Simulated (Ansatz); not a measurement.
Basis-set series for BiCl₃ (`[Cl][Bi]([Cl])[Cl]`). The species carries charge 0 and has multiplicity 1. Bi takes the def2 core potential. The structure was optimised at the PBE0-D4/def2-TZVP level.

```tsv
functional	basis	functions	energy (Eh)	HOMO (eV)	LUMO (eV)
PBE0-D4	def2-SVP	80	-1594.47315	-8.57	-2.00
PBE0-D4	def2-TZVPP	176	-1594.96881	-8.78	-2.17
ωB97M-V	def2-SVP	80	-1594.78555	-10.52	-0.03
ωB97M-V	def2-TZVPP	176	-1595.27705	-10.79	-0.33
```

Give the rows for def2-QZVPP. (An estimate is asked.)

The calculation gave: 
```json
{"functional": "PBE0-D4", "basis": "def2-QZVPP", "functions": "292", "energy (Eh)": "-1595.01254", "HOMO (eV)": "-8.81", "LUMO (eV)": "-2.29"}
{"functional": "ωB97M-V", "basis": "def2-QZVPP", "functions": "292", "energy (Eh)": "-1595.31919", "HOMO (eV)": "-10.84", "LUMO (eV)": "-0.54"}
```

Computed with Ansatz.
